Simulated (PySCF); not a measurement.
La(38+) (lanthanum, charge +38) across methods

[Ar] 3d1, 2D determinant. Computed with PySCF 2.14 in an even-tempered Gaussian basis (18 s from 6.6 bohr⁻², ratio 2.5; 12 p from 8.6 bohr⁻², ratio 2.5; 7 d from 8.6 bohr⁻², ratio 2.5; 4 f from 30 bohr⁻², ratio 2.7; 3 g from 45 bohr⁻², ratio 2.7), with scalar relativity by spin-free X2C-1e.

```json
{"method": "UHF", "E (hartree)": "-7334.76751", "mean ε 3p α (eV)": "-2896.7", "mean ε 3p β (eV)": "-2886.9", "mean ε 3d α (eV)": "-2664.2", "Σ⟨r²⟩ (bohr²)": "0.7699", "⟨S²⟩": "0.750"}
{"method": "PBEsol", "E (hartree)": "-7332.55", "mean ε 3p α (eV)": "-2847.9", "mean ε 3p β (eV)": "-2843.3", "mean ε 3d α (eV)": "-2614.2", "Σ⟨r²⟩ (bohr²)": "0.7696", "⟨S²⟩": "0.750"}
{"method": "LDA", "E (hartree)": "-7328.66", "mean ε 3p α (eV)": "-2847.4", "mean ε 3p β (eV)": "-2842.8", "mean ε 3d α (eV)": "-2613.3", "Σ⟨r²⟩ (bohr²)": "0.7699", "⟨S²⟩": "0.750"}
{"method": "PBE0", "E (hartree)": "-7335.78", "mean ε 3p α (eV)": "-2861.1", "mean ε 3p β (eV)": "-2855.3", "mean ε 3d α (eV)": "-2627.9", "Σ⟨r²⟩ (bohr²)": "0.7695", "⟨S²⟩": "0.750"}
{"method": "TPSS", "E (hartree)": "-7336.30", "mean ε 3p α (eV)": "-2849.7", "mean ε 3p β (eV)": "-2845.1", "mean ε 3d α (eV)": "-2616.0", "Σ⟨r²⟩ (bohr²)": "0.7695", "⟨S²⟩": "0.750"}
{"method": "r2SCAN", "E (hartree)": "-7336.10", "mean ε 3p α (eV)": "-2853.5", "mean ε 3p β (eV)": "-2848.2", "mean ε 3d α (eV)": "-2619.6", "Σ⟨r²⟩ (bohr²)": "0.7695", "⟨S²⟩": "0.750"}
{"method": "PBE", "E (hartree)": "-7335.80", "mean ε 3p α (eV)": "-2848.7", "mean ε 3p β (eV)": "-2844.1", "mean ε 3d α (eV)": "-2615.4", "Σ⟨r²⟩ (bohr²)": "0.7695", "⟨S²⟩": "0.750"}
```

Spin-orbit coupling, absent here, splits the open shell strongly.
